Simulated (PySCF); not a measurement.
Species: C2H7BCl2N2Si.
Numbering: `[Cl:1][B:2]([Cl:3])[SiH:4]1[NH:5][CH2:6][CH2:7][NH:8]1` (hydrogens: H9 on Si4; H10 on N5; H11, H12 on C6; H13, H14 on C7; H15 on N8)

Level of theory: PySCF, PBE0-D3(BJ)/def2-SVP geometry optimisation, gas phase.

Task: List the bond lengths, angles and torsions at this level.

Result: 
```
          bond  length (Å)
Cl1–B2, B2–Cl3       1.755
        B2–Si4       2.029
Si4–N5, Si4–N8       1.742
  N5–C6, C7–N8       1.455
         C6–C7       1.528
        Si4–H9       1.501
N5–H10, N8–H15       1.012
C6–H11, C7–H13       1.106
C6–H12, C7–H14       1.106
```

Bonds in one row agree within 0.01 Å and their mean is given. A selection of angles:
```
     angle  degrees
Cl1–B2–Cl3    117.9
Cl1–B2–Si4    123.5
Cl3–B2–Si4    118.5
 B2–Si4–N5    111.4
 B2–Si4–H9    109.9
 N5–Si4–N8     92.5
 N5–Si4–H9    113.6
 N8–Si4–H9    116.8
 Si4–N5–C6    109.5
Si4–N5–H10    123.5
 C6–N5–H10    115.3
  N5–C6–C7    106.0
 N5–C6–H11    112.6
 N5–C6–H12    111.3
 C7–C6–H11    109.1
 C7–C6–H12    110.3
H11–C6–H12    107.5
 N8–C7–H13    111.6
 Si4–N8–C7    111.2
Si4–N8–H15    125.0
 H15–N8–C7    116.3
```

Dihedral angles: Cl1–B2–Si4–N5 -120° (anticlinal); B2–Si4–N5–C6 -98° (anticlinal); Si4–N5–C6–C7 -35° (synclinal); N5–C6–C7–N8 40° (synclinal); C6–C7–N8–Si4 -29° (synperiplanar); B2–Si4–N8–C7 122° (anticlinal). The mirror-image conformer, all signs reversed, is as good.

Si4 (SiH silicon) has angles from 92.5° to 116.8°. B2 (three-coordinate boron) is planar (angles 123.5°, 118.5° and 117.9°, sum 359.9°, 0.03 Å off the plane of its three neighbours). N5 (silicon-bound nitrogen) has angles 123.5°, 115.3° and 109.5°, sum 348.3°, 0.26 Å off the plane of its three neighbours. The 5-membered ring Si4–N5–C6–C7–N8 has internal angles of 92.5° to 111.2°; it is puckered, 0.16 Å rms from its mean plane, widest ring torsion 40°.

Point group: C1 (no symmetry element, even within 0.4 Å). No frequency check. The numbers are those of one conformer.
